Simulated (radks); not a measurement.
Values are calculated unless marked as measured or tabulated.
Effect of the nuclear size on neutral osmium, [Xe] 4f14 5d6 6s2. Code: a radial shooting solver on a logarithmic mesh with Libxc functionals. Model: Dirac Kohn-Sham, BLYP, spin-unpolarised, spherical densities, finite nucleus; open shells fill j = l - 1/2 first; Fermi nuclear charge, rms radius 5.4126 fm. The rms radius is varied about that value; shifts are against it.

| rms radius (fm) | total energy shift (eV) | density at nucleus (e/bohr^3) | 1s1/2 shift (meV) | 2s1/2 shift (meV) | 5s1/2 shift (meV) | 5p1/2 shift (meV) | 6s1/2 shift (meV) | 5d5/2 shift (meV) | 6p1/2 (empty) shift (meV) |
|---|---|---|---|---|---|---|---|---|---|
| 4.552 | -21.4 | 1.786e+06 | -8640 | -1240 | -12.2 | 0.594 | -0.829 | 0.740 | 0.238 |
| 5.1799 | -6.02 | 1.703e+06 | -2430 | -349 | -3.42 | 0.167 | -0.233 | 0.208 | 0.067 |
| 5.4126 | 0 | 1.676e+06 | 0.000 | 0.000 | 0.000 | 0.000 | 0.000 | 0.000 | 0.000 |
| 5.824 | 11.1 | 1.631e+06 | 4460 | 640 | 6.27 | -0.306 | 0.428 | -0.382 | -0.123 |
| 6.6737 | 35.5 | 1.551e+06 | 14300 | 2050 | 20.1 | -0.978 | 1.37 | -1.22 | -0.393 |

Slopes of the eigenvalues against <r^2> in GHz/fm^2, as finite differences over the two radii next to the reference (eigenvalue slopes, not the field-shift constants of lines): 1s1/2 235000, 2s1/2 33800, 5s1/2 331, 5p1/2 -16.1, 6s1/2 22.5, 5d5/2 -20.1, 6p1/2 (empty) -6.46.
